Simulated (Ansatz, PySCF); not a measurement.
Gas-phase reaction (SMILES): CB(C)N + O (H2O) → CB(C)O [dimethylborinic acid] + N (NH3); water cleaves one B-N bond, a model of a ligand-exchange step.

Structures are relaxed separately at B3LYP-D3(BJ)/def2-TZVP in Ansatz (a program for electronic structure), one conformer each, not searched for the lowest. Correlated levels leave the core frozen unless marked. Spin-orbit coupling is left out. No relativistic terms. CBS(X,Y): correlation extrapolated as X^-3; Hartree-Fock from the larger set. [CCSD(T)-MP2]/basis is that difference in the basis named. Thermal terms are rigid-rotor harmonic-oscillator values from B3LYP-D3(BJ) frequencies (Ansatz or PySCF) at 298.15 K and 1 atm. 1 Eh = 627.5095 kcal/mol.

```json
[
 {"species": "CB(C)N", "E, RI-MP2/CBS(aug-cc-pVTZ,aug-cc-pVQZ)+[CCSD(T)-MP2]/aug-cc-pVTZ (Ansatz) (Eh)": "-160.48757", "E, PBE-D3(BJ)/def2-TZVPD (Ansatz + dftd3) (Eh)": "-160.53274", "H - E (Eh)": "0.11171", "G - E (Eh)": "0.07648"},
 {"species": "O (H2O)", "E, RI-MP2/CBS(aug-cc-pVTZ,aug-cc-pVQZ)+[CCSD(T)-MP2]/aug-cc-pVTZ (Ansatz) (Eh)": "-76.37791", "E, PBE-D3(BJ)/def2-TZVPD (Ansatz + dftd3) (Eh)": "-76.38147", "H - E (Eh)": "0.02495", "G - E (Eh)": "0.00353"},
 {"species": "CB(C)O", "E, RI-MP2/CBS(aug-cc-pVTZ,aug-cc-pVQZ)+[CCSD(T)-MP2]/aug-cc-pVTZ (Ansatz) (Eh)": "-180.36129", "E, PBE-D3(BJ)/def2-TZVPD (Ansatz + dftd3) (Eh)": "-180.40566", "H - E (Eh)": "0.09892", "G - E (Eh)": "0.06308"},
 {"species": "N (NH3)", "E, RI-MP2/CBS(aug-cc-pVTZ,aug-cc-pVQZ)+[CCSD(T)-MP2]/aug-cc-pVTZ (Ansatz) (Eh)": "-56.50756", "E, PBE-D3(BJ)/def2-TZVPD (Ansatz + dftd3) (Eh)": "-56.51114", "H - E (Eh)": "0.03799", "G - E (Eh)": "0.01614"}
]
```

**Question.** Work out ΔE and ΔH, ΔG, ΔS and the equilibrium constant at 298.15 K at the first level, then ΔH at the second.

**Answer.** 
1. ΔE = [(-180.36129) + (-56.50756)] - [(-160.48757) + (-76.37791)] = -0.00337 Eh = -2.1 kcal/mol at RI-MP2/CBS(aug-cc-pVTZ,aug-cc-pVQZ)+[CCSD(T)-MP2]/aug-cc-pVTZ.
2. The terms H - E add up to 0.00025 Eh, so ΔH = (-0.00337 + (0.00025))×627.5095 = -2.0 kcal/mol.
3. The terms G - E add up to -0.00079 Eh, so ΔG = -2.6 kcal/mol, and ΔS = (0.00025 - (-0.00079))×627509.5/298.15 = 2.2 cal/(mol K).
4. log10 K = -ΔG/(RT ln 10) = 1.9, with RT ln 10 = 1.3642 kcal/mol.
5. At PBE-D3(BJ)/def2-TZVPD the same steps give ΔE = -1.6 and ΔH = -1.5 kcal/mol, a shift of +0.5 from the first level.
6. These values are not checked against measurement here, since the tables used lack a sound gas-phase enthalpy of formation for at least one species.
